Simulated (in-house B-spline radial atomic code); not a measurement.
## How G0W0 and RPA depend on the start: the chlorine ion Cl⁷⁺

Configuration [He] 2s2 2p6. Computed with an all-electron radial atomic-structure program (B-spline basis): all electrons, non-relativistic, point nucleus, each spin shell either full or empty, empty states to l = 9 with an (l + 1/2)⁻⁴ tail; G0W0 by contour deformation at full frequency.

```csv
start,mean-field 2p (eV),G0W0 (eV),QP weight,RPA correlation (Eh)
Hartree-Fock,-350.25,-348.89,0.987,-0.57363
LDA VWN5,-322.91,?,?,?
PBE,-323.06,-348.42,0.981,-0.61793
PBE0,-330.23,-348.57,0.983,-0.60595
r2SCAN,-325.86,-348.35,0.982,-0.60925
HSE06,-329.73,-348.57,0.983,-0.60657
B3LYP (VWN-RPA),-329.06,-348.52,0.982,-0.60867
SCAN,-326.04,-348.27,0.982,-0.60883
TPSS,-323.72,-348.39,0.981,-0.61469
BHandHLYP,-337.41,-348.68,0.984,-0.59493
CAM-B3LYP,-330.98,-348.59,0.983,-0.60582
LC-wPBE,-329.05,?,?,?
wB97X,-331.26,-348.41,0.984,-0.60407
PBEsol,-322.73,-348.53,0.981,-0.61796
BLYP,-323.15,-348.37,0.981,-0.61832
r2SCAN0,-332.25,-348.50,0.984,-0.60002
LDA exchange-only,-320.44,-348.77,0.980,-0.61863
```

Question: What G0W0 level, weight and RPA correlation energy follow from the LDA VWN5 start?

Answer: G0W0 level -348.66 eV, weight 0.981, RPA correlation -0.61852 hartree.

Question: What G0W0 level, weight and RPA correlation energy follow from the LC-wPBE start?

Answer: G0W0 level -348.68 eV, weight 0.983, RPA correlation -0.6089 hartree.

Question: How much of the dependence on the start does G0W0 remove?

Answer: The mean-field levels span 29.8 eV and the G0W0 levels 0.619 eV. Against 348.306 ± 0.007 eV (NIST, measured) the G0W0 removal energies are off by -0.03 to +0.59 eV, with relativity, Breit and QED terms left out.
